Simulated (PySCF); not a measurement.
**W⁺: ionisation energy**

W⁺ [Xe] 4f14 5d4 6s1 (6D) → W²⁺ [Xe] 4f14 5d4 (5D), as a difference of total energies. All numbers are calculated (PySCF 2.14, the spin-free X2C one-electron Hamiltonian (Gaussian nucleus), in x2c-TZVPPall (11s7p7d3f1g, 97 functions)). Correlated levels: valence: [Xe] 4f14 frozen. The calculations carry no spin-orbit coupling.

```tsv
method	ionisation energy (eV)
UHF	15.042
LDA	16.705
PBE	16.407
PBE0	16.143
r2SCAN	16.501
M06-2X	16.092
CAM-B3LYP	16.018
BP86	16.578
MP2 (valence)	15.520
SCS-MP2 (valence)	15.218
```

Q: How much does correlation contribute at MP2 (valence)?

A: 15.520 − (15.042) = 0.478 eV, measured against UHF.

A first-order spin-orbit estimate (lowest level to lowest level, LS coupling) adds -0.067 eV.

Errors of the correlated levels include the incompleteness of this basis and the frozen core.

For comparison: 16.37 ± 0.15 eV (semi-empirical (NIST evaluation); NIST Atomic Spectra Database, ionization energies).
